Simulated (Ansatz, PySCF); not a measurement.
Energy difference 2 R1 + 0.5 R2 → P1 + P2, each structure at its B3LYP-D3(BJ)/def2-TZVP stationary point, reached from a drawn start (curvature not checked).
P1, Cl2 (SMILES ClCl) (charge 0, multiplicity 1):
```xyz
2

Cl     0.0000     0.0000     1.0068
Cl     0.0000     0.0000    -1.0068
```
P2, H2O (SMILES O) (charge 0, multiplicity 1, Z-matrix in Å and degrees):
```
O
H 1 0.9627
H 1 0.9627 2 105.24
```
R1: HCl (SMILES Cl), charge 0, multiplicity 1.
R2, O2 (SMILES O=O) (charge 0, multiplicity 3, Z-matrix in Å and degrees):
```
O
O 1 1.2043
```

P less R. No zero-point or thermal terms; singlets are restricted closed shells; open shells are unrestricted; no spin–orbit coupling.

Cores are frozen in the correlated methods.

Codes used: Ansatz (a quantum-chemistry and plane-wave program); PySCF for the D3/D4 terms. All values are computed, each at the level named.

### Question
Give the reaction energy at the level PBE0/def2-TZVPP.

### Answer
-56 kJ/mol

### Question
Estimate the reaction energy that CCSD(T)/cc-pV(D+d)Z returns for this input.

### Answer
-7 kJ/mol

### Question
Predict the reaction energy from B3LYP-D3(BJ)/def2-TZVPP.

### Answer
-59 kJ/mol
